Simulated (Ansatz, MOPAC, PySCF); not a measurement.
Potential energy curve for BeH (cation, charge +1), singlet.

Levels: AM1, restricted, heats of formation (MOPAC); UCCSD(T) = CCSD(T) on UHF/cc-pVQZ, frozen core (Ansatz, an electronic-structure program); UKS-B3LYP = Ansatz with unrestricted B3LYP/cc-pVQZ; RHF/STO-3G = restricted Hartree-Fock/STO-3G (PySCF); RKS-BLYP = restricted BLYP/cc-pVQZ (Ansatz).

Energies are in eV, each relative to the lowest point of its own curve near equilibrium.

| R / Å | AM1 | UCCSD(T) | UKS-B3LYP | RHF/STO-3G | RKS-BLYP |
|---|---|---|---|---|---|
| 1.08 | 0.625 | 0.652 | 0.637 | 0.851 | 0.661 |
| 1.14 | 0.420 | 0.327 | 0.318 | 0.443 | 0.338 |
| 1.21 | 0.238 | 0.105 | 0.101 | 0.153 | 0.114 |
| 1.24 | 0.178 | 0.051 | 0.048 | 0.079 | 0.058 |
| 1.31 | 0.073 | 0.000 | 0.000 | 0.001 | 0.001 |
| 1.33 | 0.052 | 0.002 | 0.002 | 0.000 | 0.000 |
| 1.38 | 0.016 | 0.031 | 0.033 | 0.032 | 0.024 |
| 1.43 | 0.001 | 0.091 | 0.094 | 0.106 | 0.077 |
| 1.44 | 0.000 | 0.106 | 0.110 | 0.125 | 0.091 |
| 1.52 | 0.020 | 0.254 | 0.261 | 0.323 | 0.229 |
| 1.66 | 0.151 | 0.594 | 0.612 | 0.807 | 0.553 |
| 1.77 | 0.319 | 0.892 | 0.926 | 1.262 | 0.844 |
| 2.00 | 0.796 | 1.503 | 1.590 | 2.288 | 1.465 |
| 2.19 | 1.261 | 1.937 | 2.022 | 3.117 | 1.937 |
| 2.42 | 1.836 | 2.350 | 2.381 | 4.022 | 2.430 |
| 2.67 | 2.412 | 2.667 | 2.630 | 4.844 | 2.859 |
| 2.87 | 2.814 | 2.838 | 2.762 | 5.378 | 3.129 |
| 3.27 | 3.453 | 3.031 | 2.928 | 6.155 | 3.504 |
| 3.62 | 3.852 | 3.105 | 3.009 | 6.587 | 3.697 |
| 4.06 | 4.193 | 3.141 | 3.062 | 6.910 | 3.821 |
| 4.72 | 4.488 | 3.155 | 3.089 | 7.138 | 3.870 |
| 5.31 | 4.626 | 3.160 | 3.088 | 7.225 | 3.854 |

At the longest distance, 5.31 Å, RHF/STO-3G lies highest above its minimum (7.225 eV) and UKS-B3LYP lowest (3.088 eV).

The restricted form behind AM1, RHF/STO-3G, RKS-BLYP keeps the bonding electrons paired and can't separate into open-shell fragments. The unrestricted determinant behind UCCSD(T) is spin-contaminated at 1.66 to 5.31 Å (<S²> up to 1.0, against 0.00 for a pure singlet). With two correlated electrons CCSD is exact in the basis where it finds the lowest root (UCCSD(T)). The unrestricted determinant behind UKS-B3LYP is spin-contaminated at 2.00 to 5.31 Å (<S²> up to 0.9, against 0.00 for a pure singlet).
